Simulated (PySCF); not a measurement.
Excitations are Tamm–Dancoff values on a coarser integration grid. The basis has no diffuse functions, so Rydberg states are missing or too high.

Cartesian coordinates (Å):
```xyz
10

N     -0.9746     1.0388    -0.1217
B     -0.0003     0.0004     0.0036
N      1.3887     0.3289     0.0741
N     -0.4155    -1.3656     0.0619
H     -1.9625     0.8666    -0.0864
H     -0.7412     2.0136    -0.0754
H      1.7350     1.2660    -0.0182
H      2.1151    -0.3627     0.0966
H      0.2285    -2.1343     0.0904
H     -1.3731    -1.6518    -0.0249
```
Charge 0, multiplicity 1.

**Question.** Predict the HOMO–LUMO gap, S1–T1 gap (TDA), HOMO, S1 excitation (TDA) and total energy from PBE-D3(BJ)/def2-TZVP // B3LYP-D3(BJ)/def2-TZVP (PySCF).

**Answer.** 
```
Item                        Value
-------------------  ------------
HOMO–LUMO gap             5.17 eV
S1–T1 gap (TDA)           0.19 eV
HOMO                     -5.08 eV
S1 excitation (TDA)       5.24 eV
total energy         -192.6804 Ha
```
